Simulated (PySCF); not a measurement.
Ligands exchanged one at a time, Al Br-OH. Gas-phase values, no solvent. One relaxed conformer stands for each flexible species; it need not be the lowest. Strings in code marks are SMILES.

The HOMO from two functionals at the same geometries (PBE0-D4/def2-TZVP), both in PySCF: PBE-D3(BJ)/def2-TZVP and B3LYP-D3(BJ)/def2-TZVP. B3LYP has the VWN-RPA correlation part, as in Gaussian. 

```json
[
 {"species": "0 of 3 Br replaced by OH (`[Br][Al]([Br])[Br]`)", "PBE-D3(BJ)/def2-TZVP (eV)": "-7.36", "B3LYP-D3(BJ)/def2-TZVP (eV)": "-8.35"},
 {"species": "1 of 3 Br replaced by OH", "PBE-D3(BJ)/def2-TZVP (eV)": "-7.10", "B3LYP-D3(BJ)/def2-TZVP (eV)": "-8.12"},
 {"species": "2 of 3 Br replaced by OH", "PBE-D3(BJ)/def2-TZVP (eV)": "-7.30", "B3LYP-D3(BJ)/def2-TZVP (eV)": "-8.35"},
 {"species": "3 of 3 Br replaced by OH", "PBE-D3(BJ)/def2-TZVP (eV)": "-7.29", "B3LYP-D3(BJ)/def2-TZVP (eV)": "-8.74"}
]
```

Over these rows, drawn at random from the members with no instability flagged (it was tested for open shells, ions and some series alone), PBE minus B3LYP-D3(BJ): mean +1.13 eV, from +1.00 eV to +1.45 eV.
